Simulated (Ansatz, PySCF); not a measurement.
C₃H₄BrCl, SMILES C/C(Cl)=C\Br.

The structure is a stationary point at r2SCAN-D4/def2-SVP.

Vertical ionisation energy (IE) and electron affinity (EA) in eV. Rows of orbital energies are one-electron estimates. Where ΔSCF, EOM or ADC give a negative EA the extra electron is unbound and the value depends on the basis.

| level | IE | EA |
|---|---|---|
| −ε(HOMO), −ε(LUMO), PBE0/def2-TZVP (PySCF) | 7.07 | 0.50 |
| −ε(HOMO), −ε(LUMO), PBE/def2-TZVP (PySCF) | 5.93 | 1.44 |
| ΔSCF, CAM-B3LYP/def2-SVPD (Ansatz), final states of multiplicity 2 and 2 | 9.26 | -1.11 |
| ΔSCF, PBE/def2-SVPD (Ansatz), final states of multiplicity 2 and 2 | 8.88 | -0.71 |

### Question
What vertical singlet–triplet gap does ΔSCF give with CAM-B3LYP/def2-SVPD (Ansatz, an electronic-structure program) and with PBE/def2-SVPD (Ansatz)? (Estimate from the structure and the level; the computed values follow.)

### Answer
3.82 and 3.81 eV (triplet above singlet where positive).
